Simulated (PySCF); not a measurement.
C2H9BO2Si (SMILES COB(C)O[SiH3]), singlet, geometry from GFN2-xTB, with bond 9-7 at 2.4 times its length; PySCF with CASSCF(6,5)/STO-3G.

PySCF was given this input:
```python
from pyscf import gto, scf, mcscf
import numpy

mol = gto.M(
    atom='''
B     0.068706   -0.104644    0.621768
C    -0.073080   -0.003097    2.211437
H    -0.435029   -0.938905    2.633226
H    -0.762682    0.782721    2.502740
H     0.887495    0.203689    2.679472
O     0.876479   -1.000627   -0.003292
C     1.676590   -1.938602    0.671575
H     1.066820   -2.606343    1.286270
H     2.937695   -3.342211   -1.142340
H     2.406753   -1.440834    1.315591
O    -0.633458    0.719709   -0.164654
Si   -0.994981    1.204354   -1.660783
H    -0.426533    2.549345   -1.766588
H    -2.458538    1.203607   -1.673916
H    -0.459365    0.329960   -2.704958
''',
    basis='sto-3g',
    charge=0,
    spin=0,
    verbose=4,
)

mf = scf.RHF(mol)
mf.kernel()
mc = mcscf.CASSCF(mf, 5, 6)
mc.fix_spin_(ss=0.0)
mc.kernel()
occ = numpy.linalg.eigvalsh(mc.fcisolver.make_rdm1(mc.ci, mc.ncas, mc.nelecas))[::-1]
ss = mc.fcisolver.spin_square(mc.ci, mc.ncas, mc.nelecas)[0]
print('natural occupations', occ.round(4), ' <S^2>', round(ss, 4))
```

Write the output that PySCF gives for this input, abridged.


```
PySCF version 2.14.0

[INPUT] verbose = 4
[INPUT] num. atoms = 15
[INPUT] num. electrons = 56
[INPUT] charge = 0
[INPUT] spin (= nelec alpha-beta = 2S) = 0
[INPUT] symmetry False subgroup None
[INPUT] Mole.unit = angstrom
[INPUT] Symbol           X                Y                Z      unit          X                Y                Z       unit  Magmom
[...]
nuclear repulsion = 288.891422947351
number of shells = 29
number of NR pGTOs = 129
number of NR cGTOs = 43
basis = sto-3g
ecp = {}

******** <class 'pyscf.scf.hf.RHF'> ********
method = RHF
initial guess = minao
damping factor = 0
level_shift factor = 0
DIIS = <class 'pyscf.scf.diis.CDIIS'>
diis_start_cycle = 1
diis_space = 8
diis_damp = 0
SCF conv_tol = 1e-09
SCF conv_tol_grad = None
SCF max_cycles = 50
direct_scf = True
direct_scf_tol = 1e-13
Set gradient conv threshold to 3.16228e-05
Initial guess from minao.
init E= -538.119799341706
[...]
cycle= 1 E= -537.330504693083  delta_E= 0.789  |g|= 0.662  |ddm|= 4.48
[...]
cycle= 2 E= -537.419692488994  delta_E= -0.0892  |g|= 0.456  |ddm|= 1.65
[...]
cycle= 3 E= -537.503257183787  delta_E= -0.0836  |g|= 0.133  |ddm|= 0.985
[...]
cycle= 4 E= -537.512152126231  delta_E= -0.00889  |g|= 0.0288  |ddm|= 0.291
[...]
cycle= 5 E= -537.512573998637  delta_E= -0.000422  |g|= 0.00352  |ddm|= 0.0596
[...]
cycle= 6 E= -537.512580610365  delta_E= -6.61e-06  |g|= 0.00121  |ddm|= 0.00661
[...]
cycle= 7 E= -537.512581780094  delta_E= -1.17e-06  |g|= 0.000443  |ddm|= 0.00301
[...]
cycle= 8 E= -537.512581934796  delta_E= -1.55e-07  |g|= 0.000105  |ddm|= 0.00121
[...]
cycle= 9 E= -537.512581947968  delta_E= -1.32e-08  |g|= 2.04e-05  |ddm|= 0.000418
[...]
cycle= 10 E= -537.512581948244  delta_E= -2.76e-10  |g|= 6.29e-06  |ddm|= 5.23e-05
[...]
Extra cycle  E= -537.512581948257  delta_E= -1.34e-11  |g|= 4.59e-06  |ddm|= 1.77e-05
converged SCF energy = -537.512581948257

******** <class 'pyscf.mcscf.mc1step.CASSCF'> ********
CAS (3e+3e, 5o), ncore = 25, nvir = 13
max_cycle_macro = 50
max_cycle_micro = 4
conv_tol = 1e-07
conv_tol_grad = None
orbital rotation max_stepsize = 0.02
orbital rotation threshold for CI restart = 0.01
augmented hessian ah_max_cycle = 30
augmented hessian ah_conv_tol = 1e-12
augmented hessian ah_linear dependence = 1e-14
augmented hessian ah_level shift = 1e-08
augmented hessian ah_start_tol = 2.5
augmented hessian ah_start_cycle = 3
augmented hessian ah_grad_trust_region = 3
kf_trust_region = 3
kf_interval = 4
ci_response_space = 4
ci_grad_trust_region = 3
with_dep4 0
natorb = False
canonicalization = True
sorting_mo_energy = False
ao2mo_level = 2
internal_rotation = False
******** <class 'pyscf.fci.addons.SpinPenaltyFCISolver'> ********
max. cycles = 50
conv_tol = 1e-08
davidson only = True
linear dependence = 1e-12
level shift = 0.001
max iter space = 12
nroots = 1
pspace_size = 400
spin = None
CASCI E = -537.685354444735  S^2 = 0.0000000
Set conv_tol_grad to 0.000316228
macro iter   1 ( 21 JK    4 micro), CASSCF E = -537.696244946791  dE = -1.08905021e-02  S^2 = 0.0000000
               |grad[o]|=0.0756  |grad[c]|=0.0552  |ddm|=0.117  |maxRot[o]|=0.275
macro iter   2 ( 21 JK    4 micro), CASSCF E = -537.698644922819  dE = -2.39997603e-03  S^2 = 0.0000000
               |grad[o]|=0.0329  |grad[c]|=0.0163  |ddm|=0.0113  |maxRot[o]|=0.142
macro iter   3 ( 21 JK    4 micro), CASSCF E = -537.699025149786  dE = -3.80226967e-04  S^2 = 0.0000000
               |grad[o]|=0.0135  |grad[c]|=0.00996  |ddm|=0.00381  |maxRot[o]|=0.125
macro iter   4 ( 21 JK    4 micro), CASSCF E = -537.699390164170  dE = -3.65014384e-04  S^2 = 0.0000000
               |grad[o]|=0.00719  |grad[c]|=0.00643  |ddm|=0.00909  |maxRot[o]|=0.101
macro iter   5 ( 21 JK    4 micro), CASSCF E = -537.700204059919  dE = -8.13895749e-04  S^2 = 0.0000000
               |grad[o]|=0.00451  |grad[c]|= 0.02  |ddm|=0.019  |maxRot[o]|=0.198
macro iter   6 ( 21 JK    4 micro), CASSCF E = -537.701108088717  dE = -9.04028798e-04  S^2 = 0.0000000
               |grad[o]|=0.00555  |grad[c]|=0.0152  |ddm|=0.00979  |maxRot[o]|=0.127
macro iter   7 ( 21 JK    4 micro), CASSCF E = -537.701559900468  dE = -4.51811752e-04  S^2 = 0.0000000
               |grad[o]|=0.0053  |grad[c]|=0.00493  |ddm|=0.0037  |maxRot[o]|=0.0857
macro iter   8 ( 21 JK    4 micro), CASSCF E = -537.701721217731  dE = -1.61317263e-04  S^2 = 0.0000000
               |grad[o]|=0.0042  |grad[c]|=0.00865  |ddm|=0.00462  |maxRot[o]|=0.0683
macro iter   9 ( 21 JK    4 micro), CASSCF E = -537.701827086352  dE = -1.05868621e-04  S^2 = 0.0000000
               |grad[o]|=0.00351  |grad[c]|=0.0122  |ddm|=0.00957  |maxRot[o]|=0.0414
macro iter  10 (  7 JK    2 micro), CASSCF E = -537.702147111411  dE = -3.20025059e-04  S^2 = 0.0000000
               |grad[o]|=0.00393  |grad[c]|=0.00924  |ddm|=0.00605  |maxRot[o]|=0.0604
macro iter  11 (  7 JK    2 micro), CASSCF E = -537.702311180740  dE = -1.64069329e-04  S^2 = 0.0000000
               |grad[o]|=0.00258  |grad[c]|=0.0133  |ddm|=0.00359  |maxRot[o]|=0.0698
macro iter  12 (  7 JK    2 micro), CASSCF E = -537.702388927822  dE = -7.77470826e-05  S^2 = 0.0000000
               |grad[o]|=0.00217  |grad[c]|=0.00717  |ddm|=0.00395  |maxRot[o]|=0.069
macro iter  13 (  7 JK    2 micro), CASSCF E = -537.702462841620  dE = -7.39137975e-05  S^2 = 0.0000000
               |grad[o]|=0.00197  |grad[c]|=0.00124  |ddm|=0.00629  |maxRot[o]|=0.0697
macro iter  14 (  7 JK    2 micro), CASSCF E = -537.702530679156  dE = -6.78375359e-05  S^2 = 0.0000000
               |grad[o]|=0.00173  |grad[c]|=0.00292  |ddm|=0.00589  |maxRot[o]|=0.0698
macro iter  15 (  7 JK    2 micro), CASSCF E = -537.702592741386  dE = -6.20622299e-05  S^2 = 0.0000000
               |grad[o]|=0.00151  |grad[c]|=0.00358  |ddm|=0.00507  |maxRot[o]|=0.0698
macro iter  16 (  7 JK    2 micro), CASSCF E = -537.702650609970  dE = -5.78685839e-05  S^2 = 0.0000000
               |grad[o]|=0.00131  |grad[c]|=0.00278  |ddm|=0.00448  |maxRot[o]|=0.0698
[...]
macro iter  22 ( 21 JK    4 micro), CASSCF E = -537.702831815312  dE = -4.75823515e-06  S^2 = 0.0000000
               |grad[o]|=0.000536  |grad[c]|=0.00178  |ddm|=0.000861  |maxRot[o]|=0.0125
macro iter  23 (  7 JK    2 micro), CASSCF E = -537.702851790381  dE = -1.99750682e-05  S^2 = 0.0000000
               |grad[o]|=0.000369  |grad[c]|=0.00159  |ddm|=0.00165  |maxRot[o]|=0.0383
macro iter  24 (  7 JK    2 micro), CASSCF E = -537.702870044531  dE = -1.82541503e-05  S^2 = 0.0000000
               |grad[o]|=0.000432  |grad[c]|=0.00314  |ddm|=0.00241  |maxRot[o]|=0.0479
macro iter  25 ( 14 JK    4 micro), CASSCF E = -537.702844959864  dE =  2.50846673e-05  S^2 = 0.0000000
               |grad[o]|=0.000595  |grad[c]|=0.00886  |ddm|=0.00372  |maxRot[o]|=0.075
macro iter  26 ( 21 JK    4 micro), CASSCF E = -537.702848524579  dE = -3.56471514e-06  S^2 = 0.0000000
               |grad[o]|=0.000945  |grad[c]|=0.000833  |ddm|=0.000397  |maxRot[o]|=0.023
macro iter  27 (  7 JK    2 micro), CASSCF E = -537.702874658740  dE = -2.61341617e-05  S^2 = 0.0000000
               |grad[o]|=0.000433  |grad[c]|=0.00138  |ddm|=0.00154  |maxRot[o]|=0.0355
macro iter  28 (  6 JK    2 micro), CASSCF E = -537.702888144020  dE = -1.34852795e-05  S^2 = 0.0000000
               |grad[o]|=0.000352  |grad[c]|=0.00142  |ddm|=0.00157  |maxRot[o]|=0.0356
macro iter  29 ( 11 JK    3 micro), CASSCF E = -537.702871999856  dE =  1.61441636e-05  S^2 = 0.0000000
               |grad[o]|=0.000412  |grad[c]|=0.0021  |ddm|=0.00129  |maxRot[o]|=0.0379
macro iter  30 ( 21 JK    4 micro), CASSCF E = -537.702874236246  dE = -2.23639006e-06  S^2 = 0.0000000
               |grad[o]|=0.000503  |grad[c]|=0.000823  |ddm|=0.000588  |maxRot[o]|=0.00765
macro iter  31 (  7 JK    2 micro), CASSCF E = -537.702890519592  dE = -1.62833461e-05  S^2 = 0.0000000
               |grad[o]|=0.000324  |grad[c]|=0.00114  |ddm|=0.00139  |maxRot[o]|=0.0352
macro iter  32 (  7 JK    2 micro), CASSCF E = -537.702896960722  dE = -6.44112970e-06  S^2 = 0.0000000
               |grad[o]|=0.00024  |grad[c]|=0.00105  |ddm|=0.00132  |maxRot[o]|=0.0307
macro iter  33 ( 20 JK    4 micro), CASSCF E = -537.702877015158  dE =  1.99455641e-05  S^2 = 0.0000000
               |grad[o]|=0.000351  |grad[c]|=0.000952  |ddm|=0.00164  |maxRot[o]|=0.063
macro iter  34 ( 21 JK    4 micro), CASSCF E = -537.702887843324  dE = -1.08281662e-05  S^2 = 0.0000000
               |grad[o]|=0.00056  |grad[c]|=0.00163  |ddm|=0.000639  |maxRot[o]|=0.0326
macro iter  35 (  7 JK    2 micro), CASSCF E = -537.702900253628  dE = -1.24103037e-05  S^2 = 0.0000000
               |grad[o]|=0.000537  |grad[c]|=0.00181  |ddm|=0.0013  |maxRot[o]|=0.027
macro iter  36 ( 14 JK    3 micro), CASSCF E = -537.702899027124  dE =  1.22650385e-06  S^2 = 0.0000000
               |grad[o]|=0.000283  |grad[c]|=0.000902  |ddm|=0.000374  |maxRot[o]|=0.00819
macro iter  37 ( 21 JK    4 micro), CASSCF E = -537.702900809555  dE = -1.78243056e-06  S^2 = 0.0000000
               |grad[o]|=0.000409  |grad[c]|=0.000546  |ddm|=0.000133  |maxRot[o]|=0.00845
macro iter  38 ( 17 JK    4 micro), CASSCF E = -537.702877996951  dE =  2.28126032e-05  S^2 = 0.0000000
               |grad[o]|=0.000104  |grad[c]|=0.00342  |ddm|=0.00113  |maxRot[o]|=0.0474
macro iter  39 ( 21 JK    4 micro), CASSCF E = -537.702881396796  dE = -3.39984445e-06  S^2 = 0.0000000
               |grad[o]|=0.000759  |grad[c]|=0.000359  |ddm|=0.000231  |maxRot[o]|=0.00805
macro iter  40 (  7 JK    2 micro), CASSCF E = -537.702895688210  dE = -1.42914141e-05  S^2 = 0.0000000
               |grad[o]|=0.000354  |grad[c]|=0.000592  |ddm|=0.00148  |maxRot[o]|=0.0257
macro iter  41 (  6 JK    2 micro), CASSCF E = -537.702900907801  dE = -5.21959066e-06  S^2 = 0.0000000
               |grad[o]|=0.000185  |grad[c]|=0.000693  |ddm|=0.00148  |maxRot[o]|=0.0245
macro iter  42 ( 21 JK    4 micro), CASSCF E = -537.702895280143  dE =  5.62765808e-06  S^2 = 0.0000000
               |grad[o]|=0.000319  |grad[c]|=0.00049  |ddm|=0.00121  |maxRot[o]|=0.0363
macro iter  43 ( 21 JK    4 micro), CASSCF E = -537.702895448203  dE = -1.68059955e-07  S^2 = 0.0000000
               |grad[o]|=0.000315  |grad[c]|=0.000616  |ddm|=0.000408  |maxRot[o]|=0.00989
macro iter  44 (  6 JK    2 micro), CASSCF E = -537.702902175293  dE = -6.72709041e-06  S^2 = 0.0000000
               |grad[o]|=0.000223  |grad[c]|=0.000639  |ddm|=0.00118  |maxRot[o]|=0.0242
macro iter  45 ( 16 JK    4 micro), CASSCF E = -537.702863484736  dE =  3.86905572e-05  S^2 = 0.0000000
               |grad[o]|=0.000202  |grad[c]|=0.00583  |ddm|=0.00303  |maxRot[o]|=0.0663
macro iter  46 ( 21 JK    4 micro), CASSCF E = -537.702865004885  dE = -1.52014911e-06  S^2 = 0.0000000
               |grad[o]|=0.000928  |grad[c]|=0.000385  |ddm|=0.000301  |maxRot[o]|=0.00767
macro iter  47 (  7 JK    2 micro), CASSCF E = -537.702889472865  dE = -2.44679806e-05  S^2 = 0.0000000
               |grad[o]|=0.000655  |grad[c]|=0.000595  |ddm|=0.00184  |maxRot[o]|=0.032
macro iter  48 (  6 JK    2 micro), CASSCF E = -537.702900895909  dE = -1.14230432e-05  S^2 = 0.0000000
               |grad[o]|=0.000197  |grad[c]|=0.000975  |ddm|=0.00189  |maxRot[o]|=0.0338
macro iter  49 ( 10 JK    3 micro), CASSCF E = -537.702892269884  dE =  8.62602508e-06  S^2 = 0.0000000
               |grad[o]|=0.000285  |grad[c]|=0.000758  |ddm|=0.000512  |maxRot[o]|=0.0309
macro iter  50 ( 21 JK    4 micro), CASSCF E = -537.702891065038  dE =  1.20484572e-06  S^2 = 0.0000000
               |grad[o]|=0.000299  |grad[c]|=0.000561  |ddm|=0.000524  |maxRot[o]|=0.00483
1-step CASSCF not converged,  50 macro (670 JK 150 micro) steps
CASSCF canonicalization
Density matrix diagonal elements [1.98569203 1.99078685 1.30688633 0.70249222 0.01414258]
CASSCF energy = -537.702891065038
CASCI E = -537.702891065038  E(CI) = -6.99213606814533  S^2 = 0.0000000
natural occupations [1.9973 1.9893 1.2989 0.7012 0.0134]  <S^2> 0.0
```

The run did not converge; its last values are not results.
